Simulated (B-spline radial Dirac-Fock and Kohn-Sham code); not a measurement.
# Relativistic shifts of the levels of Cu

System: the Cu atom, [Ar] 3d10 4s1.

Both columns are ΔSCF binding energies of the configuration average from an atomic code on a B-spline grid: non-relativistic Hartree-Fock with a point nucleus, and Dirac-Fock with a finite nucleus and the Coulomb interaction alone, averaged over the two j levels with weights 2j+1.

```csv
shell,Hartree-Fock (eV),Dirac-Fock (eV),shift (eV),shift (%)
1s,8898.0,9002.2,+104.23,+1.17
2s,1084.7,1107.6,+22.86,+2.11
2p,941.5,946.5,+4.99,+0.53
3p,83.15,84.05,+0.90,+1.08
3d,7.80,7.51,-0.30,-3.79
4s,6.41,6.57,+0.16,+2.48
```

Relativity binds 1s, 2s, 2p, 3p, 4s more strongly, among those listed most of all 4s in relative terms, and 3d more weakly, because the contracted s and p shells screen the nucleus better.

Values without a named source are computed, but for edge energies of neutral atoms, which are taken from tables.
